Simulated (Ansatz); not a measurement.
Compare A (`CCO[SiH3]`) with its isomer B (`CC(O)[SiH3]`).

Gas-phase electronic energies from Ansatz, PBE0-D4/def2-TZVP geometries. CBS: MP2 limit from def2 TZ/QZ plus the TZ coupled-cluster correction, frozen cores. Functionals use def2-TZVPP. B3LYP here is the variant with VWN-RPA as its local correlation; programs differ in this. Each species was taken in one conformer, which may not be the lowest.

Task: Which isomer does CCSD(T)/CBS put lower? Give the gap. (Best estimate.)

Result: The calculation gave: A, by 109.2 kJ/mol.

Task: Give E(B) − E(A) in kJ/mol with HF/def2-TZVPP, MP2/def2-TZVPP, CCSD(T)/def2-TZVPP, CCSD/def2-TZVPP, B2PLYP, PBE0-D4, B3LYP-D4. (Best estimate.)

Result: The calculation gave: HF/def2-TZVPP 131.2, MP2/def2-TZVPP 112.7, CCSD(T)/def2-TZVPP 109.8, CCSD/def2-TZVPP 112.5, B2PLYP 115.0, PBE0-D4 101.8, B3LYP-D4 111.4. None reverses the order clearly.

Task: Does the order hold for the free energy at 298.15 K (harmonic terms from PBE0-D4)? (Best estimate.)

Result: Computed: Yes: G(B) − G(A) = +108.4 kJ/mol, for one conformer each. Modes under 60 cm⁻¹, often nearly free rotors, make the harmonic entropy too high.

Largest T1 diagnostic: 0.011.

At CCSD(T), def2-SVP lies −5.1 kJ/mol from the extrapolated value and def2-TZVPP +0.6 kJ/mol. From PBE to PBE0 (25 % exact exchange), in def2-TZVPP and without D4, E(B) − E(A) moves by +4.8 kJ/mol.
